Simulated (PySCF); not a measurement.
Species: 3-methylhexane, C7H16.
Atom-mapped SMILES: `[CH3:1][CH2:2][CH2:3][C@H:4]([CH3:5])[CH2:6][CH3:7]` (hydrogens: H8, H9, H10 on C1; H11, H12 on C2; H13, H14 on C3; H15 on C4; H16, H17, H18 on C5; H19, H20 on C6; H21, H22, H23 on C7)

The same species was optimised twice, with GFN2-xTB and with PBE0-D3(BJ)/def2-SVP (PySCF), and the same property calculations (PySCF, gas phase) were run on both structures.

```tsv
coordinate	GFN2-xTB	PBE0-D3(BJ)/def2-SVP	change
C2–C3 (Å)	1.527	1.523	-0.004
C3–C4 (Å)	1.534	1.530	-0.004
C6–C7 (Å)	1.525	1.521	-0.004
C1–C2 (Å)	1.524	1.521	-0.003
C4–C6 (Å)	1.535	1.532	-0.003
C4–C5 (Å)	1.527	1.526	-0.001
C2–C3–C4 (°)	114.0	115.5	+1.5
C1–C2–C3 (°)	111.5	113.0	+1.5
C4–C6–C7 (°)	113.8	115.1	+1.3
C5–C4–C6 (°)	111.0	111.8	+0.8
C3–C4–C6 (°)	109.5	110.3	+0.8
C3–C4–C5 (°)	111.2	111.9	+0.7
C1–C2–C3–C4 (°)	-176	-176	0
C2–C3–C4–C5 (°)	-67	-64	+3
C3–C4–C6–C7 (°)	-168	-171	-3
```

Rotational constants: A = 5767, B = 1108, C = 1001 MHz (GFN2-xTB) against A = 5819, B = 1097, C = 988.9 MHz (PBE0-D3(BJ)/def2-SVP). Point groups within 0.08 Å: C1 and C1.

On the GFN2-xTB structure: HOMO (eV) -8.47 [PBE0/pcSseg-1]; LUMO (eV) 1.53 [PBE0/pcSseg-1]; dipole (D) 0.06 [PBE0/pcSseg-1]; GIAO shielding of C1 (ppm) 169.5 [PBE0/pcSseg-1]; GIAO shielding of C2 (ppm) 160.8 [PBE0/pcSseg-1]; GIAO shielding of C3 (ppm) 140.1 [PBE0/pcSseg-1]; GIAO shielding of C4 (ppm) 146.2 [PBE0/pcSseg-1]; GIAO shielding of C5 (ppm) 168.3 [PBE0/pcSseg-1]; GIAO shielding of C6 (ppm) 150.6 [PBE0/pcSseg-1]; GIAO shielding of C7 (ppm) 172.0 [PBE0/pcSseg-1].

**Question.** What do these properties become on the PBE0-D3(BJ)/def2-SVP structure?

**Answer.** 
```tsv
property	level	on GFN2-xTB	on PBE0-D3(BJ)/def2-SVP	change
HOMO (eV)	PBE0/pcSseg-1	-8.47	-8.61	-0.14
LUMO (eV)	PBE0/pcSseg-1	1.53	1.49	-0.04
dipole (D)	PBE0/pcSseg-1	0.06	0.07	+0.01
energy, GFN2-xTB geometry as zero (kcal/mol)	PBE0/pcSseg-1	0.0	-0.8	-0.8
GIAO shielding of C1 (ppm)	PBE0/pcSseg-1	169.5	167.6	-1.9
GIAO shielding of C2 (ppm)	PBE0/pcSseg-1	160.8	160.0	-0.8
GIAO shielding of C3 (ppm)	PBE0/pcSseg-1	140.1	140.0	-0.1
GIAO shielding of C4 (ppm)	PBE0/pcSseg-1	146.2	146.4	+0.2
GIAO shielding of C5 (ppm)	PBE0/pcSseg-1	168.3	166.7	-1.6
GIAO shielding of C6 (ppm)	PBE0/pcSseg-1	150.6	149.9	-0.7
GIAO shielding of C7 (ppm)	PBE0/pcSseg-1	172.0	170.2	-1.8
```

The heavy atoms differ by 0.031 Å rms after alignment. Among bonds between heavy atoms C1–C2, C2–C3, C3–C4, C4–C6 and C6–C7 change most and about equally (-0.004 to -0.003 Å). Changes are differences of the printed values. Neither structure is proved a minimum here.

Conformer computed: `[CH3:1][CH2:2][CH2:3][C@H:4]([CH3:5])[CH2:6][CH3:7]`: C1–C2–C3–C4 -176°, C2–C3–C4–C5 -64°, C3–C4–C6–C7 -171°.
